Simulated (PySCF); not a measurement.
## Nuclear quadrupole coupling in `CN[SiH2]P[SiH2]C#N`

Compound: C₂H₉N₂PSi₂.
Geometry (GFN2-xTB, Å), atoms numbered from 1 in this order:
```
atom  x, y, z in Å
C1    -3.1492    0.4982   -0.3732
N2    -1.9163   -0.2003   -0.6431
Si3   -0.4029    0.2827   -0.0109
P4     1.0194   -1.2131   -0.8905
Si5    2.8373   -0.7654    0.3031
C6     3.4189    0.9197   -0.2484
N7     3.7606    1.9561   -0.5960
H8    -3.3330    1.3071   -1.0868
H9    -3.0934    0.9310    0.6223
H10   -3.9909   -0.1955   -0.4102
H11   -1.9393   -0.6867   -1.5282
H12   -0.5155    0.2110    1.4524
H13    0.1055    1.6133   -0.3786
H14    0.6339   -2.2731   -0.0956
H15    3.8903   -1.7214   -0.0450
H16    2.6671   -0.6546    1.7566
```

Field gradients from the PBE0/pcSseg-1 density (PySCF, non-relativistic), principal values in atomic units, ordered |Vxx| ≤ |Vyy| ≤ |Vzz|:

| atom | Vxx | Vyy | Vzz |
| --- | --- | --- | --- |
| N2 | 0.3663 | 0.7041 | -1.0704 |
| N7 | 0.5723 | 0.5816 | -1.1540 |

Question: Find the asymmetry η = (Vxx − Vyy)/Vzz and the couplings χ = eQV/h (234.96 MHz × Q in barn × V in au), with Q(14N) = 0.02044 b.

Answer: 
```json
{"atom": "N2", "environment": "silicon-bound nitrogen", "nucleus": "14N", "η": "0.32", "χzz (MHz)": "-5.14", "χxx (MHz)": "1.76", "χyy (MHz)": "3.38"}
{"atom": "N7", "environment": "cyano nitrogen", "nucleus": "14N", "η": "0.01", "χzz (MHz)": "-5.54", "χxx (MHz)": "2.75", "χyy (MHz)": "2.79"}
```

The gradient is axial or nearly so (η below 0.05) at N7. 

Question: What is Vzz at N2 in SI units (1 au = 9.71736 × 10²¹ V/m²)?

Answer: -1.0704 au = -10.401 × 10²¹ V/m².

Were the hydrogens deuterons (Q(2H) = 0.00286 b), χzz would run from 102 kHz (H13) to 279 kHz (H11).

Isolated species at its GFN2-xTB geometry (one conformer only). GFN2-xTB bond lengths can be off by several hundredths of an ångström, more for odd bonds, and the gradients follow them. These gradients aren't converged with respect to the basis.
